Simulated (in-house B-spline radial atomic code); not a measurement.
A fraction x of an electron is removed from 4f in Ho2+, starting from [Xe] 4f11 and keeping the highest spin. All numbers are computed (scalar-relativistic (X2C) TPSS, spin-polarised, spherical fractional occupations; Fermi nucleus of rms radius 5.2022 fm) with an all-electron radial atomic-structure program (B-spline basis), not measured.

```csv
x,E(x) - E(0) (eV),4f down level (eV)
0,0.0000,-15.745
0.01,0.1582,-15.901
0.19,3.2769,-18.769
0.29,5.2356,-20.411
0.42,8.0302,-22.593
0.5,9.8922,-23.961
0.58,11.8645,-25.349
0.63,13.1539,-26.226
0.84,19.0541,-29.986
0.91,21.1978,-31.266
1,24.0865,-32.931
```

The exact functional would give a straight line between the two integer points. Deviations E(x) - E(0) - x[E(1) - E(0)], in eV: -0.083 at x = 0.01, -1.3 at x = 0.19, -1.749 at x = 0.29, -2.086 at x = 0.42, -2.151 at x = 0.5, -2.106 at x = 0.58, -2.021 at x = 0.63, -1.179 at x = 0.84, -0.721 at x = 0.91.

The curve lies below the straight line by up to 2.151 eV (at x = 0.5): convex, the delocalisation error that favours fractional charges.

**Question.** How well does Slater's transition state (minus the level at half occupation) give the ionisation energy?

**Answer.** It gives 23.961 eV against 24.087 eV from the two total energies; NIST lists 22.79 eV, ground level to ground level.
